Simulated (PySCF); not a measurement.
Molecule: `C#CC1CCCCC1`, C$_{8}$H$_{12}$.

Numbering as in the mapped SMILES `[CH:1]#[C:2][CH:3]1[CH2:4][CH2:5][CH2:6][CH2:7][CH2:8]1`. Hydrogens are named by the atom that carries them. Ha(C4), Ha(C5), Ha(C6), Ha(C7), Ha(C8) are cis to C2 on the ring; Hb(C4), Hb(C5), Hb(C6), Hb(C7), Hb(C8) are trans to C2 on the ring.

Geometry PBE0-D3(BJ)/def2-SVP throughout; GIAO in PySCF, gas phase, one conformer, non-relativistic; equivalent atoms averaged; basis pcSseg-1.

(1) How do the shifts δ (against TMS at the same level) depend on the functional? (a selection of nuclei; ppm; last column core-seconds on shared hosts with different chips, so compare them loosely; the GGAs took longer than the global hybrids here, which isn't the general rule, and the cause wasn't traced)

(2) Which nucleus among those listed moves most, in ppm?

## Answers

(1) 
```csv
functional,kind,C2,C1,C4/C8,H(C1),Hb(C4)/Hb(C8),Hb(C6),Ha(C4)/Ha(C8),Hb(C5)/Hb(C7),Ha(C6),core-s
HF,Hartree–Fock,90.0,77.9,31.8,2.43,1.64,1.36,1.03,0.93,0.92,13
BLYP,GGA,89.9,67.6,39.3,1.62,1.91,1.58,1.23,1.21,1.14,39
BP86,GGA,90.7,70.2,37.4,1.71,1.91,1.56,1.23,1.19,1.13,50
OPBE,GGA,86.7,67.7,34.4,1.77,1.84,1.51,1.24,1.18,1.13,40
KT3,GGA,81.4,62.3,36.9,1.87,1.88,1.55,1.25,1.23,1.16,37
PBE0,global hybrid,92.0,74.0,35.3,1.87,1.81,1.49,1.16,1.10,1.06,31
mPW1PW91,global hybrid,91.5,73.6,35.2,1.87,1.80,1.47,1.16,1.09,1.05,33
WP04,global hybrid,83.9,66.9,36.2,1.65,1.70,1.38,1.19,1.06,1.04,29
CAM-B3LYP,range-separated hybrid,93.4,75.0,35.9,1.86,1.78,1.47,1.14,1.08,1.05,38
LC-wPBE,range-separated hybrid,95.3,79.9,32.2,1.94,1.69,1.38,1.09,0.99,0.98,47
```

(2) C1 (terminal alkyne carbon): from 62.3 ppm with KT3 to 79.9 ppm with LC-wPBE. The smallest spread is 0.23 ppm, at Ha(C4)/Ha(C8). Proton shifts span only some 12 ppm, so a few tenths of a ppm matter as much there as several ppm in carbon.
